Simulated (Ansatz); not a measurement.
Diatomic NaAl, closed-shell singlet (lowest of 2S+1 = 1, 3 at CCSD(T)/def2-TZVPP on PBE0 minima; our sources give no spin for the ground state, which may be another).

| level | bond energy D_e (kcal/mol) |
|---|---|
| SVWN5/def2-TZVPP | 24.09 |
| PBE/def2-TZVPP | 19.17 |
| r2SCAN/def2-TZVPP | 14.35 |
| B97M-V/def2-TZVPP | 21.08 |
| B3LYP/def2-TZVPP | 17.36 |
| PBE0/def2-TZVPP | 16.30 |
| BHLYP/def2-TZVPP | 14.48 |
| CAM-B3LYP/def2-TZVPP | 15.03 |
| wB97X-V/def2-TZVPP | 15.68 |
| wB97M-V/def2-TZVPP | 19.07 |
| CCSD/def2-TZVPP | 16.18 |
| CCSD/def2-QZVPP | 17.51 |
| CCSD(T)/def2-TZVPP | 17.76 |
| CCSD(T)/def2-QZVPP | 19.23 |

The rows run from 14.35 (r2SCAN/def2-TZVPP) to 24.09 kcal/mol (SVWN5/def2-TZVPP). From def2-TZVPP to def2-QZVPP CCSD(T) changes by 1.47. The 10 functionals in def2-TZVPP without D3 or D4 span 9.74, from r2SCAN to SVWN5.

D_e counts from the fitted minimum to each atom's lowest state at the same level, without counterpoise. The singlet is restricted.

Correlated levels freeze the inner cores; with def2 sets outer-core shells near the valence are correlated too.

Doubts at one or more of the structures used: a restricted determinant that unrestricted orbitals would lower (CCSD/def2-TZVPP, CCSD/def2-QZVPP, CCSD(T)/def2-TZVPP, CCSD(T)/def2-QZVPP).

Codes used: Ansatz (Gaussian basis) for Hartree–Fock, density functionals and correlated methods. Values without a source in brackets are computed.

Ansatz is a quantum-chemistry and plane-wave program.
